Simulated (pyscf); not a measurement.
PySCF, gas phase, ωB97X-D3(BJ)/def2-SVP geometries. MP2 and CC: frozen core, UHF for open shells. ΔMP2 is the change of the MP2 total energy from the triple- to the quadruple-zeta basis.

### Question
Estimate by transition-state theory (the high-pressure limit) the rate constant of H₃C–GaH–O• → [H₃C–Ga–OH]• (doublet surface; Ga–H broken, H–O formed) at 600 K, with CCSD(T)/def2-TZVPP + ΔMP2(QZVPP) energies (ideal gas, 1 atm, RRHO with modes under 100 cm⁻¹ raised to 100, one conformer, R ln 2 for chiral ones without a mode under 150 cm⁻¹; no tunnelling).

### Answer
The electronic barrier is 18.7 kcal/mol and the thermal terms add -0.9, so ΔG‡ = 17.8 kcal/mol. With k_BT/h = 1.25e+13 s⁻¹ and RT = 1.192 kcal/mol, k = 4.2e+06 s⁻¹; so small a molecule is far into fall-off at 1 atm, where the true rate is lower. Wigner's tunnelling factor for 1469i cm⁻¹ would be 1.52, likely too low at so high a frequency. A shift of 1 kcal/mol in the barrier changes k by a factor 2.3. H₃C–GaH–O• lies 12.7 kcal/mol over its isomer •H₂C–GaH–OH (electronic energy, ωB97M-D3(BJ)/def2-TZVP). This is the saddle that the search found; another between the same sides may lie lower. The CCSD(T) − MP2 part came from Ansatz, without density fitting, on the same reference. The frozen core leaves the outer d or s,p core shells of the metals and heavy elements correlated in the MP2 and CC values, and def2-TZVPP describes them poorly, which can shift differences by a few kcal/mol. Elements up to Kr have no core potential and no relativistic terms here.
